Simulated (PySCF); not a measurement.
Vertical excitations of a molecule C3H13NSi2 from TDA-PBE/def2-SVPD (PySCF), as energy in eV (oscillator strength): 4.86 (0.004), 5.37 (0.012), 5.51 (0.070), 5.68 (0.011), 5.74 (0.024), 6.12 (0.073). Lowest triplet (TDA): 4.68 eV. The structure is a stationary point at PBE0-D3(BJ)/def2-SVP. Other conformers were not sampled.

Task: Identify the compound among the candidates.
A) CCC(N)([SiH3])[SiH3]
B) CC[SiH2][Si@H](C)N
C) CCN([SiH3])[SiH2]C
D) CC[Si@@](C)(N)[SiH3]

Result: A, CCC(N)([SiH3])[SiH3]
